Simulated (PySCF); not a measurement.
# Exercise with solution: chemical shift, span and skew from a shielding tensor

B(Cl)2(SeH) (BCl2HSe), SMILES ClB(Cl)[SeH]. Atoms are numbered in the order given.

```xyz
5

B     -0.0048     0.5141     0.0000
Cl     1.5472     1.3426     0.0000
Cl    -1.4931     1.4498     0.0000
Se     0.0163    -1.4254     0.0000
H     -1.4511    -1.5768     0.0000
```

Coordinates come from a B3LYP-D3(BJ)/def2-SVP optimisation. Other conformers were not sampled.

GIAO shieldings from PBE0/pcSseg-1 run with PySCF, non-relativistic, no solvent. The symmetric part of the tensor of Se4 has the principal values 1170.3, 1696.5, 2076.8 ppm. The same nucleus in Me2Se has σ = 1740.1 ppm at this level (PySCF, at its B3LYP-D3(BJ)/def2-TZVP geometry). Without spin–orbit terms, shifts of atoms bonded to Cl or Br come out too high.

Problem. Work out the isotropic shielding, the ⁷⁷Se shift against Me2Se, the span and the skew.

Solution. 
σ(iso) = (σ11 + σ22 + σ33)/3 = 1647.9 ppm. δ = σ(ref) − σ(iso) = 1740.1 − (1647.9) = 92.2 ppm.
Span Ω = σ33 − σ11 = 906.5 ppm. Skew κ = 3(σ(iso) − σ22)/Ω = -0.16. Tumbling in solution averages the tensor to δ; in a static solid the shielding alone would spread this spin-1/2 line over Ω.
